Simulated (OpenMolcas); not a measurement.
What dynamic correlation does to the levels of Ti III

```yaml
Program: OpenMolcas
Basis: ANO-RCC-VQZP [7s6p4d3f2g1h]
Scalar_Hamiltonian: DKH2, point nucleus
Active_space: 2 electrons in 10 orbitals (3d 4d)
State_averaging: 2S+1 = 3 even, 10 roots; 2S+1 = 1 even, 15 roots
Spin-orbit_coupling: state interaction with AMFI integrals over the reference wave functions, term energies averaged over their components
```

Methods on the same reference wave functions:
A. CASSCF
B. SS-CASPT2, IPEA 0.25 Eh, imaginary shift 0.1 Eh (closed shells correlated: 3s 3p)
C. XMS-CASPT2, IPEA 0.25 Eh, imaginary shift 0.1 Eh (closed shells correlated: 3s 3p)

Energies in cm-1 above 3d2 3F2, the measured ground level; measured values from Corliss and Sugar, J. Phys. Chem. Ref. Data 8, 1 (1979).

| Level | A | B | C | Measured |
| --- | --- | --- | --- | --- |
| 3d2 3F2 | 0.0 | 0.0 | 0.0 | 0.0 |
| 3d2 3F3 | 197 | 198 | 198 | 185 |
| 3d2 3F4 | 454 | 455 | 455 | 420 |
| 3d2 1D2 | 10861 | 8130 | 8800 | 8474 |
| 3d2 3P0 | 13060 | 11070 | 11180 | 10538 |
| 3d2 3P1 | 13126 | 11140 | 11250 | 10604 |
| 3d2 3P2 | 13266 | 11270 | 11390 | 10721 |
| 3d2 1G4 | 16730 | 14440 | 14840 | 14398 |
| 3d2 1S0 | 39582 | 32460 | 33410 | 32476 |

Deviations, from unrounded energies. A percentage is the sum of absolute deviations over the sum of measured energies, with the sign that they share, or ± where signs differ.

```csv
Against measurement,Levels,A,B,C
mean absolute deviation (cm-1),8,2400,260,460
fine structure of the ground term (%),2,+7.6,+8.0,+7.9
other terms of the ground configuration (%),6,+22.3,±2.3,+4.2
```

B lies closest to measurement on these levels and A furthest from it. The largest miss of B in the table is 3d2 3P2, by +550 cm-1. The ranking rests on the paired levels alone, and a cruder setting can come out closer through cancelling errors.

Between B and C the level of the table that moves most is 3d2 1S0, by 940 cm-1 (lowest in B, highest in C). Moves below CASPT2's spread within the term are not significant.

The mean deviations of B to C differ by less than CASPT2's widest spread within a term (1200 cm-1), so their order carries little weight.

From A to B the spin-free energies of the other terms of 3d2 shown, above 3F, scale by factors of 0.74 to 0.86, as is usual when dynamic correlation screens the repulsion within a d or f shell.

The lowest spin-free term lies below A's lowest term by 0.332 hartree in B, 0.337 hartree in C.

CASPT2 does not keep the components of a term degenerate, so their means are used; among the terms shown or strongly mixed into the levels shown the widest spread is 1200 cm-1 (3d2 3F, C). Active for correlation alone: 4d; no level in the range computed is led by a configuration that fills it, so any true level of that kind is missing. Without dynamic correlation excited terms often stand tens of per cent too high (terms of higher spin than the ground term too low), and those without a measured partner can miss by more than the paired ones (holds for A). Measured partners are found by configuration, term and J. A level has none where our copy of the source lacks it or the pairing is in doubt (some pairs that miss far off the trend of their configuration count as doubtful), and it then counts in no deviation. Levels of configurations outside the active space are missing.
